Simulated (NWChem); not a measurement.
# C2H6ClFSi; SMILES CC[Si@@H](F)Cl

```xyz
11

C     -1.0275     1.9396     0.6443
C     -0.3554     1.4669    -0.6430
Si     0.5657    -0.1403    -0.4941
F      1.7272     0.0082     0.6295
Cl    -0.7087    -1.6297     0.1479
H     -1.7572     1.1998     1.0070
H     -1.5612     2.8899     0.4920
H     -0.2898     2.0958     1.4460
H      0.3703     2.2156    -1.0092
H     -1.0946     1.3431    -1.4543
H      1.2135    -0.5884    -1.7516
```
Atoms are numbered in this order, from 1.

All runs: NWChem. Geometry: optimised at PBE0/def2-SVP.

**Question.** Order these by “orbital gap (eV)”, lowest first: PBE/aug-cc-pVDZ; PBE/cc-pVTZ; PBE/cc-pVDZ.

**Answer.** PBE/aug-cc-pVDZ (6.65), PBE/cc-pVTZ (7.10), PBE/cc-pVDZ (7.29)
